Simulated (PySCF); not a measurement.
Atom-mapped SMILES (the numbers label the heavy atoms): `[CH2:1]=[CH:2][O:3][SiH2:4][CH2:5][C:6](=[O:7])[N:8]=[CH2:9]`. Each H is labelled by its parent atom. Ha(C9) is cis to C6; Ha(C1) is cis to O3; Hb(C9) is trans to C6; Hb(C1) is trans to O3.

[PySCF 2.14.0 with density-fitted response routines: shieldings: GIAO PBE0/pcSseg-1; geometry from GFN2-xTB; equivalent nuclei averaged; isolated molecule; one conformer; no relativistic terms]

Referencing at the same level of theory: TMS for 13C (186.93 ppm) and 1H (31.72 ppm) and 29Si (349.16 ppm); 17O (336.08 ppm) against H2O; NH3 for 15N (267.73 ppm).

```json
{"atoms": "C9", "nucleus": "13C", "count": "1", "δ (ppm)": "148.1"}
{"atoms": "Hb(C9)", "nucleus": "1H", "count": "1", "δ (ppm)": "?"}
{"atoms": "Si4", "nucleus": "29Si", "count": "1", "δ (ppm)": "?"}
{"atoms": "H(C2)", "nucleus": "1H", "count": "1", "δ (ppm)": "6.67"}
{"atoms": "Ha(C1)", "nucleus": "1H", "count": "1", "δ (ppm)": "4.42"}
{"atoms": "H(C5)", "nucleus": "1H", "count": "2", "δ (ppm)": "?"}
{"atoms": "Ha(C9)", "nucleus": "1H", "count": "1", "δ (ppm)": "7.61"}
{"atoms": "O7", "nucleus": "17O", "count": "1", "δ (ppm)": "510.1"}
{"atoms": "C6", "nucleus": "13C", "count": "1", "δ (ppm)": "183.0"}
{"atoms": "C2", "nucleus": "13C", "count": "1", "δ (ppm)": "156.5"}
{"atoms": "Hb(C1)", "nucleus": "1H", "count": "1", "δ (ppm)": "4.46"}
{"atoms": "N8", "nucleus": "15N", "count": "1", "δ (ppm)": "432.8"}
{"atoms": "O3", "nucleus": "17O", "count": "1", "δ (ppm)": "?"}
{"atoms": "C1", "nucleus": "13C", "count": "1", "δ (ppm)": "95.4"}
{"atoms": "C5", "nucleus": "13C", "count": "1", "δ (ppm)": "31.9"}
{"atoms": "H(Si4)", "nucleus": "1H", "count": "2", "δ (ppm)": "?"}
```

**Question.** Complete the table.

**Answer.** 
- Hb(C9): 7.13 ppm, hydrogen on a C=N carbon
- H(Si4): 5.28 ppm, hydrogen on a silicon bonded to C, O
- H(C5): 2.31 ppm, hydrogen on an sp3 CH2 bonded to Si, α to a carbonyl; α to C=O
- O3: 113.0 ppm, oxygen bonded to C, Si
- Si4: -18.1 ppm, silicon bonded to C, O, 2 H

Shifts are as computed. Against solution values, carbons near 30 ppm lie about +3 ppm off and those near 130 ppm about +5 ppm. Of 1211 compounds with measured shifts, 218 miss one by over three times the rms of a fit or turn the order of signals round; such compounds aren't used in these exercises. Unscaled 17O shifts of doubly bonded oxygen tend to come out too high, by tens of ppm or more. Experimental scales use liquid or dissolved standards, which lie at an offset from isolated NH3 (liquid NH3: subtract about 20 ppm) and H2O (liquid H2O: subtract about 36 ppm). Unscaled 15N shifts of sp2 nitrogen come out 20 to 40 ppm too high even then.
